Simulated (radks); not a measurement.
Q: The mean radii <r> (bohr) of the occupied orbitals of an atom or ion are listed with their occupations. Calculated with a radial shooting solver on a logarithmic mesh with Libxc functionals: scalar-relativistic Kohn-Sham, r2SCAN, spin-polarised, spherical densities, finite nucleus; meta-GGA in the generalised Kohn-Sham scheme; Fermi nuclear charge, rms radius of each element as measured or else 0.836 A^(1/3) + 0.57 fm.

| orbital | occ. | <r> |
|---|---|---|
| 1s up | 1 | 0.02074 |
| 1s down | 1 | 0.02074 |
| 2s up | 1 | 0.08795 |
| 2s down | 1 | 0.08795 |
| 2p up | 3 | 0.07793 |
| 2p down | 3 | 0.07794 |
| 3s up | 1 | 0.2264 |
| 3s down | 1 | 0.2264 |
| 3p up | 3 | 0.2247 |
| 3p down | 3 | 0.2246 |
| 3d up | 5 | 0.2031 |
| 3d down | 5 | 0.2030 |
| 4s up | 1 | 0.4604 |
| 4s down | 1 | 0.4603 |
| 4p up | 2 | 0.4712 |
| 6s up | 1 | 1.197 |

Name the element and its charge. Open shells, if any, are filled with parallel spins first.

A: Z = 67, holmium, charge +34: Ho34+ in [Ar] 3d10 4s2 4p2 6s1. The 1s radius gives Z: for a bare nucleus <r> = (2 gamma + 1)/(2Z) with gamma = sqrt(1 - (Z/c)^2), 0.02048 bohr for Z = 67, and screening makes it slightly larger (0.02074 here). The occupations add up to 33, and the charge is Z minus that.
